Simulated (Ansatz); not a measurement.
Calculated with Ansatz (gas phase, PBE0-D4/def2-TZVP geometries, no zero-point term in ΔE). CCSD(T)/CBS adds triple-zeta CCSD(T) − MP2 to the extrapolated MP2 energy (def2 sets, frozen cores). This one scheme is used for every species. DFT in def2-TZVPP. B3LYP here is the variant with VWN-RPA as its local correlation; programs differ in this. One conformer a species, not always the lowest.

`CO[SiH2]CF` + silanol → `FC[SiH2]O[SiH3]` + CH₃OH  (ligand exchange at the Si–O bond)

`CO[SiH2]CF`:

Cartesian coordinates in Å:
```
C -1.591 0.625 -0.858
O -0.517 -0.233 -1.181
Si 0.958 -0.145 -0.476
C 0.921 -0.710 1.326
F 0.134 0.155 2.089
H -2.373 0.488 -1.607
H -1.281 1.676 -0.866
H -2.002 0.392 0.129
H 1.467 1.255 -0.509
H 1.850 -1.062 -1.228
H 0.505 -1.719 1.424
H 1.930 -0.723 1.758
```

`O[SiH3]`:

Cartesian coordinates in Å:
```
O 0.236 -0.154 1.250
Si -0.136 -0.111 -0.354
H 0.672 0.610 1.629
H -1.064 1.010 -0.673
H -0.789 -1.405 -0.655
H 1.081 0.050 -1.197
```

`FC[SiH2]O[SiH3]`:

```xyz
12

F     1.243    1.281   -1.124
C     0.368    1.816   -0.178
Si    0.004    0.517    1.141
O    -0.659   -0.803    0.449
Si   -0.433   -1.959   -0.691
H     0.833    2.711    0.252
H    -0.542    2.131   -0.700
H     1.271    0.152    1.826
H    -0.962    1.090    2.112
H    -0.754   -1.417   -2.035
H     0.976   -2.432   -0.671
H    -1.343   -3.088   -0.380
```

CH₃OH:

Z-matrix (Å, degrees):
```
C
O 1 1.409
H 1 1.097 2 112.4
H 1 1.090 2 107.0 3 -118.5
H 1 1.097 2 112.4 3 123.0
H 2 0.959 1 108.5 3 -61.6
```

```json
{"level": "r2SCAN-D4", "ΔE (kcal/mol)": "-3.9"}
{"level": "PBE0-D4", "ΔE (kcal/mol)": "-4.1"}
{"level": "ωB97M-V", "ΔE (kcal/mol)": "-3.9"}
{"level": "r2SCAN", "ΔE (kcal/mol)": "-3.8"}
{"level": "B3LYP", "ΔE (kcal/mol)": "-3.9"}
{"level": "CCSD/def2-TZVPP", "ΔE (kcal/mol)": "-4.5"}
{"level": "HF/CBS(def2)", "ΔE (kcal/mol)": "-5.8"}
{"level": "MP2/CBS(def2)", "ΔE (kcal/mol)": "-4.1"}
```

Q: What does CCSD(T)/CBS give? (An estimate is asked.)

A: The calculation gave: -4.4 kcal/mol. The listed levels differ from it by 0.5, 0.3, 0.5, 0.6, 0.5, -0.1, -1.4, 0.3 kcal/mol.

Largest T1 diagnostic among the species: 0.011.

In def2-TZVPP, CCSD(T) changes the Hartree–Fock value by +1.3 kcal/mol (the triples alone add +0.3 kcal/mol) and MP2 by +1.6 kcal/mol.
